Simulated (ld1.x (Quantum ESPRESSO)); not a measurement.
H: one change to a TM potential, before and after

H (Z = 1), norm-conserving Troullier–Martins (Kleinman–Bylander form), made with ld1.x (Quantum ESPRESSO) 7.5 (PBE, scalar-relativistic). Core none, reference 1s1. Waves: 2p channel at 0.05 Ry: rc 0.75 bohr; 1s (bound): rc 0.80 bohr. Local part: the s channel. Core correction: none.

Change: type PAW; waves now 1s (bound): rcut 0.70, rcutus 0.80 bohr; 1s channel at 1.4 Ry: rcut 0.70, rcutus 0.80 bohr; 2p channel at 0.05 Ry: rcut 0.65, rcutus 0.75 bohr; 2p channel at 2.7 Ry: rcut 0.65, rcutus 0.75 bohr; local potential all-electron potential smoothed inside 0.70 bohr (lloc = -1); augmentation PSQ, inside the norm-conserving radii.

Cutoffs: the cutoffs (Ry, on a coarse ladder) from which the occupation-weighted sum of valence levels, in a spherical-Bessel basis at the reference potential, stays within 10 and 1 mRy of its value at 400 Ry; they do not see the model core or the augmentation charge, which bear on the density cutoff. Errors are all-electron minus pseudo energies relative to the spin-unpolarised reference configuration.

Q: What does the change do?

A: The potential gets softer (30 Ry and 70 Ry → 25 Ry and 50 Ry); neither file shows a bound ghost. Several settings change at once here, so the effects cannot be laid on one of them.

| quantity | base | changed |
| --- | --- | --- |
| cutoff, loose | 30 Ry | 25 Ry |
| cutoff, tight | 70 Ry | 50 Ry |
| bound ghosts | none | none |
| error for 1s0.5, meV [ΔE 4.76 eV] | +0.1 | 0.0 |
| s: phases at 0.90 bohr within 0.05 rad from the reference energy up to (Ry; the scan ends near 5) | to the end of the scan | to the end of the scan |
| p: phases at 0.90 bohr within 0.05 rad from the reference energy up to (Ry; the scan ends near 5) | to the end of the scan | to the end of the scan |
